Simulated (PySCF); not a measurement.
Compound: C3H7F3OSi.
SMILES with atom numbers: `[CH3:1][O:2][SiH2:3][CH2:4][C:5]([F:6])([F:7])[F:8]` (hydrogens: H9, H10, H11 on C1; H12, H13 on Si3; H14, H15 on C4)

Cartesian coordinates in Å at the PBE0-D3(BJ)/def2-SVP level; atoms count from 1:
```xyz
15
C3H7F3OSi angstrom
C     -2.8471   -0.5806    0.2277
O     -1.4723   -0.7525    0.0213
Si    -0.3349    0.4337    0.2718
C      1.3001   -0.4214   -0.1140
C      2.5254    0.4261    0.0601
F      2.6457    0.8611    1.3224
F      2.4903    1.5114   -0.7270
F      3.6469   -0.2377   -0.2354
H     -3.3614   -1.5222   -0.0163
H     -3.2676    0.2134   -0.4168
H     -3.0797   -0.3280    1.2787
H     -0.3674    0.9098    1.6878
H     -0.5607    1.5933   -0.6427
H      1.2723   -0.7853   -1.1523
H      1.3947   -1.3030    0.5383
```

The closed-shell ground state was solved at several levels (PySCF, density fitting, gas phase, non-relativistic).

| level | basis functions | HOMO (eV) | LUMO (eV) | gap (eV) | dipole (D) |
| --- | --- | --- | --- | --- | --- |
| PBE0/pcSseg-1 | 178 | -8.33 | 0.47 | 8.80 | 2.75 |
| PBE0/def2-SVPD | 232 | -8.39 | 0.14 | 8.53 | 2.70 |

Question: Estimate the row for wB97X-D/pcSseg-1, a basis of 178 functions; the other rows only guide the guess.

Answer: HOMO -10.26 eV, LUMO 2.28 eV, gap 12.54 eV, dipole 2.82 D.

Question: Over all these levels, which gives the widest orbital gap and which the narrowest?

Answer: wB97X-D/pcSseg-1 (range-separated hybrid) has the widest, 12.54 eV, and PBE0/def2-SVPD (global hybrid, 25 % exact exchange) the narrowest, 8.53 eV. Functional and basis both differ between the two, so the spread mixes both effects.

Question: How far do the dipole and the HOMO energy spread over the levels?

Answer: The dipole runs from 2.70 to 2.82 D (mean 2.76 D) and the HOMO from -10.26 to -8.33 eV.

One conformer stands for the species.
